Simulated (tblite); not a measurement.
C₆H₁₂BNO.
Atom-mapped SMILES: `[CH2:1]=[C:2]([CH3:3])[B@@H-:4]([N+:5]#[C:6][CH3:7])[O:8][CH3:9]` (hydrogens: H10, H11 on C1; H12, H13, H14 on C3; H15 on B4; H16, H17, H18 on C7; H19, H20, H21 on C9)
Bond orders are those of one Lewis drawing.

Computed with GFN2-xTB (tblite), gas phase: L-BFGS steps from a force-field or distance-geometry start until the largest atomic force falls under 0.01 eV/Å.

The end geometry, which sets the zero of energy:
```
atom  x, y, z in Å
C1     -0.8174   -1.2575   -0.9614
C2     -1.2507   -0.7562    0.1866
C3     -2.6346   -1.0814    0.6706
B4     -0.4313    0.2841    1.1329
N5      1.0694   -0.1474    0.9657
C6      2.0716   -0.1422    0.4019
C7      3.3503   -0.1819   -0.2377
O8     -0.4445    1.6710    0.7431
C9     -0.3056    2.0240   -0.5942
H10    -1.4248   -1.9087   -1.5761
H11     0.1676   -1.0485   -1.3531
H12    -3.1631   -1.7341   -0.0238
H13    -3.2026   -0.1611    0.7981
H14    -2.5806   -1.5668    1.6437
H15    -0.6638    0.1947    2.2897
H16     3.3691   -0.9860   -0.9737
H17     4.1296   -0.3552    0.5049
H18     3.5394    0.7682   -0.7368
H19    -1.0316    1.5089   -1.2355
H20     0.7043    1.7899   -0.9728
H21    -0.4595    3.1031   -0.6727
```

Problem. These geometries come from the run, each turned onto the end geometry. Order them by energy, lowest first.
A.
```
atom  x, y, z in Å
C1     -0.7582   -1.2639   -0.9445
C2     -1.2197   -0.7551    0.1885
C3     -2.6166   -1.0647    0.6423
B4     -0.4219    0.2918    1.1457
N5      1.0852   -0.1129    0.9778
C6      2.0812   -0.1315    0.4036
C7      3.3527   -0.2158   -0.2459
O8     -0.4642    1.6803    0.7625
C9     -0.3749    2.0378   -0.5782
H10    -1.3485   -1.9146   -1.5753
H11     0.2370   -1.0553   -1.3102
H12    -3.1287   -1.7350   -0.0466
H13    -3.1836   -0.1391    0.7285
H14    -2.5920   -1.5218    1.6296
H15    -0.6533    0.1864    2.3015
H16     3.3405   -1.0374   -0.9625
H17     4.1345   -0.3947    0.4929
H18     3.5633    0.7156   -0.7709
H19    -1.1721    1.5835   -1.1805
H20     0.5891    1.7378   -1.0199
H21    -0.4586    3.1255   -0.6392
```
B.
```
atom  x, y, z in Å
C1     -0.7290   -1.2541   -0.9414
C2     -1.1918   -0.7436    0.1903
C3     -2.5908   -1.0631    0.6301
B4     -0.4148    0.3180    1.1515
N5      1.0916   -0.0692    0.9776
C6      2.0857   -0.1366    0.4050
C7      3.3538   -0.2624   -0.2441
O8     -0.4932    1.7045    0.7675
C9     -0.4256    2.0607   -0.5759
H10    -1.3249   -1.9127   -1.5594
H11     0.2655   -1.0538   -1.3144
H12    -3.0977   -1.7170   -0.0790
H13    -3.1595   -0.1414    0.7326
H14    -2.5675   -1.5408    1.6071
H15    -0.6357    0.2067    2.3094
H16     3.3257   -1.0905   -0.9526
H17     4.1269   -0.4584    0.4987
H18     3.5911    0.6598   -0.7743
H19    -1.2084    1.5781   -1.1717
H20     0.5414    1.7920   -1.0194
H21    -0.5518    3.1406   -0.6382
```
C.
```
atom  x, y, z in Å
C1     -0.7832   -1.1606   -1.0241
C2     -1.1853   -0.7148    0.1584
C3     -2.5188   -1.1268    0.7128
B4     -0.4230    0.3855    1.0883
N5      1.0871    0.0139    0.9189
C6      2.1015   -0.1562    0.4081
C7      3.3779   -0.4179   -0.1788
O8     -0.5843    1.7568    0.7060
C9     -0.4704    2.1567   -0.6245
H10    -1.3911   -1.8105   -1.6409
H11     0.1803   -0.9093   -1.4450
H12    -3.0809   -1.7490    0.0162
H13    -3.1095   -0.2456    0.9588
H14    -2.3679   -1.6774    1.6414
H15    -0.6441    0.2913    2.2447
H16     3.2900   -1.2448   -0.8829
H17     4.0976   -0.6834    0.5950
H18     3.7303    0.4650   -0.7103
H19    -0.7625    1.3646   -1.3207
H20     0.5642    2.4538   -0.8481
H21    -1.1167    3.0257   -0.7737
```
D.
```
atom  x, y, z in Å
C1     -1.0525   -1.3373   -1.1082
C2     -1.3269   -0.8222    0.0812
C3     -2.5344   -1.2734    0.8548
B4     -0.4768    0.3597    0.8419
N5      0.9769    0.1073    0.5293
C6      2.0553   -0.1265    0.2063
C7      3.4139   -0.4174   -0.1262
O8     -0.8577    1.7242    0.4986
C9     -0.2683    2.4113   -0.5554
H10    -1.6783   -2.0914   -1.5704
H11    -0.2042   -1.0352   -1.7069
H12    -3.0677   -2.0720    0.3404
H13    -3.2019   -0.4248    1.0058
H14    -2.2256   -1.6238    1.8398
H15    -0.5245    0.2354    2.0293
H16     3.4654   -1.2617   -0.8112
H17     3.9701   -0.6550    0.7799
H18     3.8594    0.4534   -0.6019
H19     0.2031    1.7525   -1.2933
H20     0.4954    3.1049   -0.1670
H21    -1.0295    3.0091   -1.0673
```
E.
```
atom  x, y, z in Å
C1     -0.7013   -1.2585   -0.9479
C2     -1.1735   -0.7304    0.1717
C3     -2.5569   -1.0768    0.6433
B4     -0.4146    0.3595    1.1191
N5      1.0908    0.0020    0.9420
C6      2.0949   -0.1367    0.4012
C7      3.3631   -0.3498   -0.2240
O8     -0.5467    1.7453    0.7526
C9     -0.4862    2.1326   -0.5830
H10    -1.2781   -1.9465   -1.5516
H11     0.2852   -1.0375   -1.3309
H12    -3.0921   -1.6873   -0.0837
H13    -3.1185   -0.1631    0.8299
H14    -2.4996   -1.6194    1.5866
H15    -0.6365    0.2342    2.2761
H16     3.2886   -1.1813   -0.9252
H17     4.1160   -0.5860    0.5283
H18     3.6622    0.5499   -0.7618
H19    -1.1637    1.5447   -1.2146
H20     0.5322    2.0365   -0.9948
H21    -0.7739    3.1854   -0.6338
```

Solution. A (0.003 eV), B (0.006 eV), E (0.011 eV), C (0.035 eV), D (0.218 eV).

In the order of the answer:

```
step  E above end (eV)  largest force (eV/Å)  rms force component (eV/Å)  rms distance from end (Å)  rms bond change (Å)  bond most changed (Å)
 134             0.003                  0.03                       0.009                      0.068                0.001          C9–H20 -0.002
 116             0.006                  0.15                       0.032                      0.100                0.002          C9–H20 -0.006
 102             0.011                  0.03                       0.010                      0.169                0.003           B4–N5 -0.013
  61             0.035                  0.12                       0.036                      0.287                0.003           B4–O8 -0.008
  12             0.218                  0.14                       0.041                      0.579                0.015           B4–N5 -0.062
```

What follows is the cost of the whole relaxation. The run took 4.4 s wall, 3.9 s CPU on an Intel Xeon at 2.50 GHz with one thread, on a shared host.
